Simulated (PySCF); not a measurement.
From one molecule to another.

First species: Pentacarbon, C5 (singlet state).
Cartesian coordinates in Å at the PBE0-D3(BJ)/def2-SVP level; atoms count from 1:
```xyz
5
C5 angstrom
C     -2.3205   -0.1937   -1.0835
C     -1.1556   -0.1005   -0.5313
C      0.0063   -0.0060    0.0185
C      1.1687    0.0876    0.5677
C      2.3343    0.1774    1.1195
```

Second species: AlBr3.OEt2, C₄H₁₀AlBr₃O.
Numbering: `[CH3:1][CH2:2][O+:3]([CH2:4][CH3:5])[Al-:6]([Br:7])([Br:8])[Br:9]` (hydrogens: H10, H11, H12 on C1; H13, H14 on C2; H15, H16 on C4; H17, H18, H19 on C5)

Geometry (PBE0-D3(BJ)/def2-SVP, Å), atoms numbered from 1 in this order:
```
atom  x, y, z in Å
C1     2.1041   -0.7944   -0.3625
C2     0.9174   -0.7864    0.5660
O3    -0.0391    0.2358    0.1969
C4    -1.0702   -0.1657   -0.7373
C5    -2.2446   -0.7798   -0.0230
Al6    0.2186    2.1100    0.5020
Br7    1.8189    2.1526    2.1124
Br8   -1.8489    2.8063    1.1388
Br9    0.8788    2.8192   -1.5583
H10    2.7933   -1.5987   -0.0653
H11    2.6479    0.1596   -0.3065
H12    1.8080   -0.9652   -1.4080
H13    0.3732   -1.7419    0.5698
H14    1.2130   -0.5544    1.5975
H15   -0.6047   -0.8457   -1.4669
H16   -1.3534    0.7484   -1.2789
H17   -1.9625   -1.6902    0.5263
H18   -2.6780   -0.0572    0.6825
H19   -3.0152   -1.0543   -0.7583
```

Levels: CAM-B3LYP/def2-SVPD for dipole moment, HOMO energy, LUMO energy, HOMO–LUMO gap, static isotropic polarisability and electronic spatial extent ⟨r²⟩ about the centre of nuclear charge; TDDFT CAM-B3LYP/def2-SVPD for lowest singlet excitation; TDA CAM-B3LYP/def2-SVPD for lowest triplet excitation (Tamm–Dancoff); ΔSCF CAM-B3LYP/def2-SVPD for vertical ionisation energy; PBE0-D3(BJ)/def2-SVP for smallest rotational constant. Geometries: PBE0-D3(BJ)/def2-SVP. Each species is one conformer at its optimised geometry, gas phase, non-relativistic unless stated. Electronic properties by PySCF.

The conformers computed, where there is a choice (atom-mapped SMILES and torsion angles):
- `[CH3:1][CH2:2][O+:3]([CH2:4][CH3:5])[Al-:6]([Br:7])([Br:8])[Br:9]`: C1–C2–O3–C4 90°, C2–O3–C4–C5 86°, C2–O3–Al6–Br7 -20°

Question: Which has the higher S1 energy?

Answer: The second: 6.72 eV against 2.29 eV, a difference of 4.43 eV.

Question: Which of the two has the higher dipole moment, and by how much?

Answer: The second: 6.90 D against 0.00 D, a difference of 6.90 D.

Question: Which of the two has the higher vertical ionisation energy, and by how much?

Answer: The first: 11.42 eV against 9.88 eV, a difference of 1.54 eV.

Question: Which of the two has the higher HOMO–LUMO gap, and by how much?

Answer: The second: 9.52 eV against 6.53 eV, a difference of 2.99 eV.

Question: Which of the two has the higher smallest rotational constant, and by how much?

Answer: The first: 2.529 GHz against 0.363 GHz, a difference of 2.166 GHz.

Question: Which has the higher T1 energy?

Answer: The second: 6.47 eV against 1.87 eV, a difference of 4.60 eV.

Question: Which of the two has the higher HOMO energy, and by how much?

Answer: The second: -9.09 eV against -10.47 eV, a difference of 1.38 eV.

Question: Which of the two has the higher ⟨r²⟩, and by how much?

Answer: The second: 3658 bohr² against 430 bohr², a difference of 3228 bohr².

On the first: The vertical singlet–triplet gap S1 − T1 is 0.42 eV (TDDFT singlet less Tamm–Dancoff triplet). The polarisability is 10.40 Å³ as a volume (1 au = 0.148185 Å³), or 2.34 au for each of the 30 electrons.

On the second: No computed singlet falls in the visible range (750 to 380 nm, 1.65 to 3.26 eV); S1 lies 3.46 eV above its blue end. A dipole of 6.90 D is allowed in C1, and pure rotational transitions are dipole-allowed. The calculation is non-relativistic and has no spin–orbit coupling, an omission that weighs most on bromine.
